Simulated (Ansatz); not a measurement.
Geometry optimisation, RKS PBE0/def2-SVP (Ansatz).

The input (input.yaml):

```yaml
crystal:
  periodic: [false, false, false]
  atoms:
    - { symbol: Ge, position_ang: [0.381543, -0.608195, -0.246302] }
    - { symbol: H, position_ang: [-1.08026, -0.534846, 2.087137] }
    - { symbol: F, position_ang: [1.519528, -0.447513, -1.550088] }
    - { symbol: F, position_ang: [-0.089112, 1.010534, 0.136307] }
    - { symbol: Ge, position_ang: [-1.465269, -1.963015, -1.018995] }
    - { symbol: H, position_ang: [-2.350044, -2.355546, 0.169622] }
    - { symbol: H, position_ang: [-2.257949, -1.149659, -2.049316] }
    - { symbol: H, position_ang: [-0.861176, -3.212344, -1.676339] }
    - { symbol: O, position_ang: [1.369921, -1.2017, 1.092493] }
    - { symbol: H, position_ang: [2.171448, -1.608154, 0.741142] }
    - { symbol: H, position_ang: [-0.50363, -0.933961, 2.241439] }
basis:
  gaussian: { orbitals: def2-SVP }
hamiltonian:
  xc: pbe0
relax:
  f_tol: 0.03
  max_steps: 50
```

Command:

```bash
$ ansatz run input.yaml --threads 4 --pin off --max-ram 5120MiB --backend cpu --events-out ev --progress --plain --runs-dir out
```

Q: Where does it end, and by what steps?

A: The run converged. The force dipped under the threshold on the way, but the program's further checks kept it going. After 28 steps the energy has fallen by 0.203 eV; H2 moved furthest, 1.68 Å.

| step | energy less start (eV) | largest force component (eV/Å) | accepted |
| --- | --- | --- | --- |
| 0 | 0.0000 | 1.481 | yes |
| 1 | -0.0865 | 0.212 | yes |
| 2 | -0.1112 | 0.222 | yes |
| 3 | -0.1194 | 0.851 | yes |
| 4 | -0.1310 | 0.593 | yes |
| 5 | -0.1592 | 0.351 | yes |
| 6 | -0.1592 | 0.295 | yes |
| 7 | -0.1666 | 0.692 | yes |
| 8 | -0.1769 | 0.089 | yes |
| 9 | -0.1805 | 0.074 | yes |
| 10 | -0.1744 | 0.532 | no |
| 11 | -0.1825 | 0.059 | yes |
| 12 | -0.1837 | 0.288 | yes |
| 13 | -0.1866 | 0.194 | yes |
| 14 | -0.1902 | 0.114 | yes |
| 15 | -0.1923 | 0.187 | yes |
| 16 | -0.1946 | 0.111 | yes |
| 17 | -0.1947 | 0.118 | yes |
| 18 | -0.1963 | 0.056 | yes |
| 19 | -0.1977 | 0.005 | yes |
| 20 | -0.1985 | 0.112 | yes |
| 21 | -0.1999 | 0.051 | yes |
| 22 | -0.2008 | 0.008 | yes |
| 23 | -0.2019 | 0.028 | yes |
| 24 | -0.2014 | 0.113 | no |
| 25 | -0.2025 | 0.033 | yes |
| 26 | -0.2027 | 0.050 | yes |
| 27 | -0.2030 | 0.036 | yes |
| 28 | -0.2033 | 0.025 | yes |

```xyz
11
Properties=species:S:1:pos:R:3
Ge 0.454 -0.642 -0.672
H -0.856 -1.383 3.518
F 1.746 -0.835 -1.814
F 0.219 1.078 -0.669
Ge -1.527 -1.877 -1.272
H -2.590 -1.619 -0.198
H -1.993 -1.371 -2.641
H -1.155 -3.362 -1.335
O 1.077 -1.087 0.911
H 1.846 -0.568 1.179
H -0.385 -1.339 2.920
```

Whether the end is a true minimum wasn't checked by a vibrational analysis.

The run took 71 s on 4 threads of Arm Neoverse V2, with other jobs on the host, peak memory 0.41 GiB.
